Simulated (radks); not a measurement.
Results of a calculation; reference values are marked as such.
Task: Species: S4+. Configuration: [Ne] 3s2. Level of theory: Dirac Kohn-Sham, LDA (Slater exchange, Perdew-Wang correlation), spin-unpolarised, spherical densities, finite nucleus; Fermi nuclear charge, rms radius 3.2611 fm (a radial shooting solver on a logarithmic mesh with Libxc functionals). Some entries of the table are withheld. Estimate them.

orbital,occ.,eigenvalue (eV),<r^2> (bohr^2)
1s1/2,2,-2459.071,0.01270
2s1/2,2,-270.1471,0.2726
2p1/2,2,(1),0.2403
2p3/2,4,(2),0.2426
3s1/2,2,-66.0548,(3)
3p1/2,0,-53.7880,2.829
3p3/2,0,-53.6317,2.845
3d3/2,0,-36.5687,3.607
3d5/2,0,-36.5582,3.609
4s1/2,0,-27.1551,11.12
4f5/2,0,-15.6803,15.36
4f7/2,0,-15.6796,15.36

Result: 
(1) 2p1/2 eigenvalue (eV): -217.0054
(2) 2p3/2 eigenvalue (eV): -215.7290
(3) 3s1/2 <r^2> (bohr^2): 2.444
